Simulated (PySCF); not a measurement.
What does the PBE0-D3(BJ)/def2-SVP structure of `[Cl][Sn]([Cl])([Cl])[Cl]` look like in three dimensions?

```
atom  x, y, z in Å
Sn1    0.0160   -0.0176   -0.0032
Cl2   -0.1563   -0.1222    2.3039
Cl3    2.2456   -0.0008   -0.6226
Cl4   -1.0158    1.8946   -0.8022
Cl5   -1.0147   -1.8645   -0.9379
```

Any rigid rotation of these coordinates is as good. Atoms count from 1 in this order. All 4 Cl–Sn bonds measure 2.312 to 2.316 Å. Sn1 (tin bonded to 4 Cl) is tetrahedral (angles from 108.8° to 110.4°).

Bonds between heavy atoms (Å): Sn1–Cl2 2.316, Sn1–Cl3 2.314, Sn1–Cl4 2.315, Sn1–Cl5 2.312.

Method used: PBE0-D3(BJ)/def2-SVP geometry optimisation, gas phase, def2 core potentials past Kr (PySCF 2.14.0).

Point group: Td (every atom within 0.08 Å of its image). No frequency check.

Time: 35 s wall; peak memory 0.40 GiB. Hardware: one thread of an Arm Neoverse V2, shared host with 96 logical CPUs at a one-minute load of 30. These figures are those of the optimisation.
